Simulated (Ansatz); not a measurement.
Ansatz (a program for electronic structure) input:

Ansatz 0.2 input:
```yaml
crystal:
  periodic: [false, false, false]
  atoms:
    - {symbol: Hf, position_ang: [-0.00000000, -0.00000000, -0.44364931]}
    - {symbol: Cl, position_ang: [0.00000000, 0.00000000, 1.87898533]}
basis:
  gaussian:
    orbitals: def2-TZVP
hamiltonian:
  xc: b3lyp
  dispersion: d3bj
magnetization: {spin_polarized: true, initial_magnetization: 1}
phonons: {temperatures: {t_min: 298.15, t_max: 298.15, t_step: 100}}
```

**Question.** Which total energy does the run end on?

**Answer.** -508.22671 Eh (B3LYP-D3(BJ)/def2-TZVP). The basis has 77 functions.

The spin state was set by rule; other spins were not relaxed.
